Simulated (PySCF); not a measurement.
Isomers of C7H12FN, one GFN2-xTB conformer each. Single-point energies are computed at PBE0/pcSseg-1 (PySCF, gas phase, no added dispersion term), electronic only.

```csv
SMILES,GFN2-xTB relative energy (kcal/mol)
CCC1=C(F)N(C)CC1,3.6
C=C(CC)[C@@H]1NC[C@@H]1F,33.4
C=C(CC)/C(F)=C/CN,41.2
[H]/N=C1/CCC[C@](C)(F)C1,0.0
C[C@@]1(C2CC2)N[C@H]1CF,32.2
```

Conformers: `[CH3:1][CH2:2][C:3]1=[C:4]([F:5])[N:6]([CH3:7])[CH2:8][CH2:9]1` with C1–C2–C3–C4 103°, C3–C4–N6–C7 148°, C4–N6–C8–C9 -17°, N6–C8–C9–C3 15°, C2–C3–C9–C8 173°; `[CH2:1]=[C:2]([CH2:3][CH3:4])[C@@H:5]1[NH:6][CH2:7][C@@H:8]1[F:9]` with C1–C2–C3–C4 -98°, C1–C2–C5–N6 13°, C2–C5–N6–C7 -101°, C5–N6–C7–C8 -15°, N6–C7–C8–F9 132°, C2–C5–C8–C7 106°; `[CH2:1]=[C:2]([CH2:3][CH3:4])/[C:5]([F:6])=[CH:7]/[CH2:8][NH2:9]` with C1–C2–C3–C4 101°, C1–C2–C5–F6 -2°, C5–C7–C8–N9 -142°, C7–C8–N9–H -175° and 66°; `[H]/[N:8]=[C:7]1/[CH2:6][CH2:5][CH2:4][C@:2]([CH3:1])([F:3])[CH2:9]1` with C1–C2–C4–C5 180°, C2–C4–C5–C6 59°, C4–C5–C6–C7 -58°, C5–C6–C7–N8 -124°; `[CH3:1][C@@:2]1([CH:3]2[CH2:4][CH2:5]2)[NH:6][C@H:7]1[CH2:8][F:9]` with C1–C2–C3–C4 86°, N6–C7–C8–F9 -104°.

Question: What does PBE0/pcSseg-1 give for the same structures?

Answer: 
```tsv
SMILES	PBE0/pcSseg-1 E (Eh)	PBE0/pcSseg-1 (kcal/mol)	GFN2-xTB (kcal/mol)	point group
[H]/N=C1/CCC[C@](C)(F)C1	-428.03290	0.0	0.0	C1
CCC1=C(F)N(C)CC1	-428.00051	20.3	3.6	C1
C=C(CC)/C(F)=C/CN	-427.98025	33.0	41.2	C1
C=C(CC)[C@@H]1NC[C@@H]1F	-427.96432	43.0	33.4	C1
C[C@@]1(C2CC2)N[C@H]1CF	-427.95721	47.5	32.2	C1
```

Both levels put the same isomer lowest; measured from each level's own lowest isomer, the values differ by up to 16.7 kcal/mol (CCC1=C(F)N(C)CC1: 3.6 against 20.3). As drawn, the lowest has a C=N bond, which the highest lacks; the highest has a three-membered ring, which the lowest lacks.

Question: Which frontier levels, dipoles and rotational constants go with these structures?

Answer: 
```tsv
SMILES	HOMO (eV, PBE0/pcSseg-1)	LUMO (eV)	dipole (D)	A, B, C (MHz)
[H]/N=C1/CCC[C@](C)(F)C1	-7.12	0.13	3.24	2470, 1426, 1153
CCC1=C(F)N(C)CC1	-5.30	1.25	1.72	2636, 1215, 931.7
C=C(CC)/C(F)=C/CN	-6.56	-0.84	0.74	2258, 1013, 749.4
C=C(CC)[C@@H]1NC[C@@H]1F	-6.65	0.22	0.57	2567, 1148, 1039
C[C@@]1(C2CC2)N[C@H]1CF	-6.98	1.18	2.68	3296, 932.9, 817.9
```
